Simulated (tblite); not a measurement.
Species: C2H8F3NSi2.
SMILES with atom numbers: `[CH3:1][Si@@H:2]([NH:3][SiH3:4])[C:5]([F:6])([F:7])[F:8]` (hydrogens: H9, H10, H11 on C1; H12 on Si2; H13 on N3; H14, H15, H16 on Si4)

Computed with GFN2-xTB (tblite), gas phase: Langevin dynamics at 600 K from the optimised GFN2-xTB geometry, time step 0.5 fs, friction 0.01 fs⁻¹, 2000 steps. The instantaneous temperature is 2·E(kin)/(3Nk) with all 3N coordinates.

| t (fs) | T (K) | E(pot) above start (eV) | C1–Si2 (Å) | Si2–N3 (Å) | N3–Si4 (Å) | Si2–C5 (Å) | C5–F6 (Å) | C1–H9 (Å) | C1–Si2–N3–Si4 (°) |
| --- | --- | --- | --- | --- | --- | --- | --- | --- | --- |
| 0 | 488 | 0.000 | 1.889 | 1.718 | 1.746 | 1.945 | 1.349 | 1.088 | -62 |
| 25 | 318 | 0.652 | 1.911 | 1.675 | 1.759 | 1.940 | 1.346 | 1.240 | -67 |
| 50 | 455 | 0.612 | 1.856 | 1.724 | 1.808 | 1.903 | 1.352 | 1.201 | -71 |
| 75 | 506 | 0.670 | 1.846 | 1.729 | 1.715 | 1.966 | 1.397 | 1.040 | -62 |
| 100 | 532 | 1.083 | 1.981 | 1.737 | 1.698 | 1.990 | 1.320 | 0.974 | -62 |
| 125 | 686 | 1.044 | 1.821 | 1.663 | 1.795 | 1.991 | 1.330 | 1.090 | -41 |
| 150 | 712 | 1.082 | 1.951 | 1.720 | 1.759 | 1.932 | 1.381 | 1.252 | -25 |
| 175 | 739 | 0.969 | 1.876 | 1.732 | 1.709 | 1.986 | 1.414 | 1.182 | -31 |
| 200 | 644 | 1.119 | 1.851 | 1.824 | 1.808 | 1.952 | 1.348 | 1.032 | -35 |
| 225 | 910 | 0.848 | 1.961 | 1.672 | 1.732 | 1.985 | 1.324 | 1.018 | -16 |
| 250 | 599 | 1.200 | 1.828 | 1.794 | 1.750 | 2.061 | 1.399 | 1.131 | -15 |
| 275 | 565 | 1.252 | 1.902 | 1.772 | 1.726 | 2.132 | 1.383 | 1.165 | -10 |
| 300 | 478 | 1.385 | 2.007 | 1.656 | 1.825 | 1.900 | 1.354 | 1.075 | 7 |
| 325 | 761 | 1.170 | 1.807 | 1.694 | 1.792 | 1.894 | 1.370 | 1.047 | -8 |
| 350 | 676 | 1.427 | 1.950 | 1.843 | 1.687 | 1.926 | 1.371 | 1.141 | -18 |
| 375 | 608 | 1.339 | 1.846 | 1.694 | 1.811 | 2.086 | 1.376 | 1.172 | -9 |
| 400 | 580 | 1.224 | 1.971 | 1.640 | 1.833 | 1.933 | 1.308 | 1.068 | 9 |
| 425 | 426 | 1.314 | 1.892 | 1.807 | 1.762 | 1.984 | 1.397 | 0.999 | -4 |
| 450 | 445 | 1.064 | 1.871 | 1.791 | 1.684 | 1.944 | 1.389 | 1.117 | 17 |
| 475 | 433 | 1.159 | 1.966 | 1.739 | 1.839 | 2.027 | 1.294 | 1.107 | 17 |
| 500 | 750 | 1.175 | 1.876 | 1.677 | 1.707 | 1.959 | 1.347 | 1.073 | 13 |
| 525 | 550 | 1.443 | 1.941 | 1.730 | 1.842 | 1.894 | 1.436 | 1.080 | 26 |
| 550 | 798 | 1.220 | 1.910 | 1.708 | 1.765 | 1.951 | 1.381 | 1.117 | 31 |
| 575 | 596 | 1.271 | 1.848 | 1.668 | 1.873 | 2.077 | 1.344 | 1.092 | 26 |
| 600 | 729 | 1.110 | 1.954 | 1.803 | 1.736 | 2.050 | 1.317 | 1.092 | 23 |
| 625 | 603 | 0.834 | 1.837 | 1.785 | 1.751 | 1.950 | 1.397 | 1.103 | 41 |
| 650 | 507 | 0.938 | 1.949 | 1.713 | 1.781 | 1.938 | 1.421 | 1.130 | 34 |
| 675 | 602 | 1.144 | 1.941 | 1.721 | 1.763 | 2.021 | 1.280 | 1.107 | 4 |
| 700 | 591 | 0.781 | 1.880 | 1.773 | 1.741 | 2.018 | 1.373 | 1.094 | 23 |
| 725 | 513 | 1.033 | 1.974 | 1.773 | 1.726 | 1.952 | 1.401 | 1.090 | 39 |
| 750 | 578 | 1.052 | 1.846 | 1.690 | 1.805 | 1.992 | 1.391 | 1.096 | 36 |
| 775 | 601 | 0.978 | 1.902 | 1.702 | 1.812 | 1.883 | 1.315 | 1.061 | 36 |
| 800 | 446 | 1.437 | 1.898 | 1.799 | 1.686 | 2.035 | 1.368 | 1.093 | 27 |
| 825 | 601 | 1.036 | 1.896 | 1.740 | 1.774 | 2.021 | 1.357 | 1.107 | 38 |
| 850 | 584 | 0.996 | 1.934 | 1.641 | 1.799 | 1.992 | 1.329 | 1.070 | 54 |
| 875 | 656 | 0.833 | 1.831 | 1.847 | 1.739 | 1.967 | 1.301 | 1.100 | 68 |
| 900 | 696 | 0.808 | 1.967 | 1.776 | 1.732 | 2.124 | 1.395 | 1.093 | 66 |
| 925 | 561 | 1.082 | 1.897 | 1.665 | 1.838 | 1.974 | 1.357 | 1.083 | 71 |
| 950 | 487 | 0.819 | 1.869 | 1.700 | 1.756 | 1.973 | 1.322 | 1.068 | 70 |
| 975 | 512 | 0.978 | 1.975 | 1.781 | 1.700 | 2.025 | 1.343 | 1.102 | 54 |
| 1000 | 537 | 0.879 | 1.812 | 1.709 | 1.798 | 1.996 | 1.417 | 1.141 | 54 |

**Question.** From 500 fs on, how do temperature and potential energy compare with equipartition?

**Answer.** The mean temperature of these 21 frames is 595 K against the target 600 K, and the mean potential energy 1.04 eV against 42 × kT/2 = 1.09 eV for 42 classical harmonic modes. For 16 atoms in a canonical ensemble the temperature itself scatters by T·√(2/(3N)) = 122 K; here its standard deviation is 87 K. The whole run lasts only 10 friction times of 100 fs, so these averages carry a wide statistical error.

**Question.** What are the kinetic and total energies of the listed frame with the highest potential energy?

**Answer.** The one at 525 fs, 1.443 eV above the start. Its kinetic energy is 3NkT/2 = 1.138 eV at 550 K, so the sum is 2.58 eV; over the listed frames the sum runs from 1.01 to 2.87 eV, since the thermostat adds and removes energy.

**Question.** How much do the listed bonds fluctuate from 500 fs on?

**Answer.** 
```csv
bond,at the start (Å),mean (Å),standard deviation (Å)
C1–Si2,1.889,1.902,0.049
Si2–N3,1.718,1.733,0.053
N3–Si4,1.746,1.768,0.048
Si2–C5,1.945,1.990,0.056
C5–F6,1.349,1.362,0.041
C1–H9,1.088,1.095,0.019
```

The motion is classical and holds no zero-point motion.

What follows is the cost of the whole dynamics run. On an Arm Neoverse V1 with one thread, no GPU, shared host with 32 logical CPUs at a one-minute load of 4.1, this took 16 s and 0.19 GiB of memory at its peak.
